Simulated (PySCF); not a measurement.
O3Re (SMILES [O]=[Re+](=[O])=[O]), charge +1, singlet, at a GFN2-xTB geometry (such geometries of metal compounds can be far from the true shape) (the multiplicity is a formal guess) (core potentials on Re). Base run: DF-CAMB3LYP/def2-TZVP run with PySCF.

PySCF was given this input:
```python
from pyscf import gto, scf, dft

mol = gto.M(
    atom='''
Re    0.09410804   -0.07891784   -0.12125114
O    -1.30913754   -0.85427840    0.30762000
O    -0.42814776    1.44831601   -0.50727999
O     0.85502242    0.14581715    1.33638946
''',
    basis='def2-tzvp',
    ecp={'Re': 'def2-tzvp'},
    charge=1,
    verbose=4,
)

mf = dft.RKS(mol)
mf.xc = 'camb3lyp'
mf = mf.density_fit(auxbasis='def2-universal-jkfit')
mf.kernel()
```

Each row names what was changed in the base input (with any setting that the change needs).

| change | ΔE vs base (mEh) | SCF cycles | outcome |
|---|---|---|---|
| base | 0.000 | 12 | converged |
| DIIS = ADIIS | 0.000 | 21 | converged |
| conv_tol_grad = 1e-3 | 0.000 | 12 | converged |
| conv_tol = 1e-4 | 0.004 | 8 | converged |
| diis_space = 12 | 0.000 | 13 | converged |
| DIIS = EDIIS | - | 50 | not converged |
| init_guess = mod_huckel | 0.000 | 14 | converged |
| conv_tol_grad = 1e-7 | 0.000 | 17 | converged |
| level_shift = 0.3 (with mf.max_cycle = 100) | 0.000 | 17 | converged |
| diis = off; damp = 0.6 (with mf.diis_start_cycle = 200; with mf.max_cycle = 150) | 0.000 | 32 | converged |
| diis = off (with mf.max_cycle = 100) | - | 100 | not converged |
| level_shift = 0.5 (with mf.max_cycle = 100) | 0.000 | 22 | converged |
| damp = 0.5; diis_start_cycle = 5 | 0.000 | 17 | converged |
